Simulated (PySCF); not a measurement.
TDDFT excited states: C6H15NSi

Species: C6H15NSi.
Atom-mapped SMILES: `[CH3:1][CH:2]([CH3:3])[C@@H:4]1[CH2:5][CH2:6][NH:7][SiH2:8]1` (hydrogens: H9, H10, H11 on C1; H12 on C2; H13, H14, H15 on C3; H16 on C4; H17, H18 on C5; H19, H20 on C6; H21 on N7; H22, H23 on Si8)

Computed, not measured: TDDFT CAM-B3LYP/def2-SVPD, vertical, gas phase, core orbitals frozen in the response in PySCF. Geometry: PBE0-D3(BJ)/def2-SVP, one conformer, isolated molecule.

| state | E (eV) | λ (nm) | f | main configurations (H = HOMO, L = LUMO) |
| --- | --- | --- | --- | --- |
| S1 | 5.86 | 211.5 | 0.0021 | H→L (76%), H→L+1 (17%) |
| S2 | 6.36 | 194.9 | 0.010 | H→L+1 (42%), H→L+2 (20%), H→L+3 (13%) |
| S3 | 7.25 | 170.9 | 0.0027 | H→L+5 (52%), H→L+7 (16%), H→L+2 (9%) |
| S4 | 7.27 | 170.6 | 0.0058 | H→L+2 (47%), H→L+6 (21%), H→L+4 (11%) |
| S5 | 7.34 | 168.8 | 0.0022 | H→L+3 (40%), H→L+4 (26%), H→L+2 (8%) |
| S6 | 7.55 | 164.3 | 0.017 | H→L+6 (26%), H→L+4 (23%), H→L+5 (17%) |
| S7 | 7.76 | 159.8 | 0.025 | H-1→L (67%) |
| S8 | 7.78 | 159.4 | 0.068 | H-1→L+1 (38%), H→L+3 (16%), H→L+9 (8%) |
| S9 | 7.88 | 157.4 | 0.036 | H-1→L+1 (44%) |
| S10 | 8.12 | 152.7 | 0.019 | H→L+10 (23%), H→L+8 (22%), H→L+11 (14%) |

Triplets (Tamm–Dancoff): T1 5.59 eV, H→L (63%), H→L+1 (23%); T2 6.17 eV, H→L+1 (32%), H→L (22%), H→L+2 (17%); T3 7.07 eV, H→L+5 (39%), H→L+6 (20%), H→L+7 (15%); T4 7.12 eV, H→L+2 (53%), H→L+4 (15%), H→L+6 (10%).

The lowest singlet lies at 5.86 eV (212 nm, ultraviolet) and is very weak; its leading configuration is HOMO→LUMO (76%). The most intense listed level is S8 at 7.78 eV (159 nm, f = 0.068), 1.92 eV above S1. Löwdin shares by element: HOMO nitrogen 54%, carbon 12% or more, silicon 10%, hydrogen 6% or more (atoms not listed hold the other 18%); LUMO silicon 27%, hydrogen 18% or more, carbon 12% or more (atoms not listed hold the other 43%). The oscillator strengths of these states sum to 0.188; summed over the whole spectrum of an exact calculation they would give the number of electrons, 72 (Thomas–Reiche–Kuhn). Orbital energies (eV): HOMO-3 -10.37, HOMO-2 -10.21, HOMO-1 -9.26, HOMO -7.89, LUMO 1.27, LUMO+1 1.42, LUMO+2 1.94. Weighted by f, the mean energy of these states is 7.68 eV. The vertical ionisation energy (ΔSCF) is 8.58 eV, 0.46 eV above S10. Singlets were solved by full linear response, triplets in the Tamm–Dancoff approximation.
